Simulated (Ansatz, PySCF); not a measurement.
thionyl fluoride (F₂OS), SMILES O=S(F)F. Atoms are numbered in the order given.

```xyz
4

O      1.3714     0.3514     0.0000
S      0.1653    -0.4056     0.0000
F     -0.7564     0.2044     1.1656
F     -0.7564     0.2044    -1.1656
```

The structure is a stationary point at B3LYP-D3(BJ)/def2-TZVP.

Vertical ionisation energy (IE) and electron affinity (EA) in eV. Rows of orbital energies are one-electron estimates. Where ΔSCF, EOM or ADC give a negative EA the extra electron is unbound and the value depends on the basis.

| level | IE | EA |
|---|---|---|
| −ε(HOMO), −ε(LUMO), HF/def2-TZVPD (PySCF) | 13.67 | -1.42 |
| −ε(HOMO), −ε(LUMO), PBE/def2-TZVPD (PySCF) | 8.31 | 2.50 |
| ΔSCF, ωB97X-V/def2-SVPD (Ansatz), final states of multiplicity 2 and 2 | 12.72 | -0.78 |
| ΔSCF, PBE/def2-SVPD (Ansatz), final states of multiplicity 2 and 2 | 12.38 | -0.62 |

Q: What vertical singlet–triplet gap does ΔSCF give with ωB97X-V/def2-SVPD (Ansatz, a program for electronic structure) and with PBE/def2-SVPD (Ansatz)? (An estimate is asked for; the answer gives what the named calculation found.)

A: 5.59 and 5.35 eV (triplet above singlet where positive).
